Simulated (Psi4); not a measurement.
Method: Psi4 with SAPT0/jun-cc-pVDZ, frozen core.

Psi4 input:

```
molecule {
0 1
C -0.00581002 0.00078328 -0.00018700
O 1.18081569 -0.16246980 0.04971889
H -0.45988792 1.01079518 -0.01588274
H -0.71511775 -0.84910866 -0.03364914
--
0 1
O 2.89169069 2.04678709 0.19456971
C 2.03648995 3.08321536 0.21481500
O 0.84421685 2.99468413 0.16090210
H 2.36671414 1.23144925 0.12945861
H 2.59893025 4.02259996 0.28784649
units angstrom
symmetry c1
no_reorient
no_com
}
set basis jun-cc-pvdz
set scf_type df
set freeze_core true
energy('sapt0')
```

Part of the output:

```
    SAPT Results
  --------------------------------------------------------------------------------------------------------
    Electrostatics                -23.51542247 [mEh]     -14.75615038 [kcal/mol]     -61.73973318 [kJ/mol]
      Elst10,r                    -23.51542247 [mEh]     -14.75615038 [kcal/mol]     -61.73973318 [kJ/mol]

    Exchange                       20.86460858 [mEh]      13.09273955 [kcal/mol]      54.78002228 [kJ/mol]
      Exch10                       20.86460858 [mEh]      13.09273955 [kcal/mol]      54.78002228 [kJ/mol]
      Exch10(S^2)                  20.70824607 [mEh]      12.99462059 [kcal/mol]      54.36949256 [kJ/mol]

    Induction                      -8.01678223 [mEh]      -5.03060680 [kcal/mol]     -21.04805884 [kJ/mol]
      Ind20,r                     -10.61542868 [mEh]      -6.66128207 [kcal/mol]     -27.87080417 [kJ/mol]
      Exch-Ind20,r                  5.72182518 [mEh]       3.59049951 [kcal/mol]      15.02264994 [kJ/mol]
      delta HF,r (2)               -3.12317873 [mEh]      -1.95982424 [kcal/mol]      -8.19990462 [kJ/mol]

    Dispersion                     -4.97598786 [mEh]      -3.12247952 [kcal/mol]     -13.06445433 [kJ/mol]
      Disp20                       -6.12983960 [mEh]      -3.84653242 [kcal/mol]     -16.09389165 [kJ/mol]
      Exch-Disp20                   1.15385174 [mEh]       0.72405290 [kcal/mol]       3.02943732 [kJ/mol]
      Disp20 (SS)                  -3.06491980 [mEh]      -1.92326621 [kcal/mol]      -8.04694583 [kJ/mol]
      Disp20 (OS)                  -3.06491980 [mEh]      -1.92326621 [kcal/mol]      -8.04694583 [kJ/mol]
      Exch-Disp20 (SS)              0.63597067 [mEh]       0.39907762 [kcal/mol]       1.66974076 [kJ/mol]
      Exch-Disp20 (OS)              0.51788107 [mEh]       0.32497528 [kcal/mol]       1.35969656 [kJ/mol]

  Total HF                        -10.66759612 [mEh]      -6.69401763 [kcal/mol]     -28.00776975 [kJ/mol]
  Total SAPT0                     -15.64358398 [mEh]      -9.81649715 [kcal/mol]     -41.07222407 [kJ/mol]
```
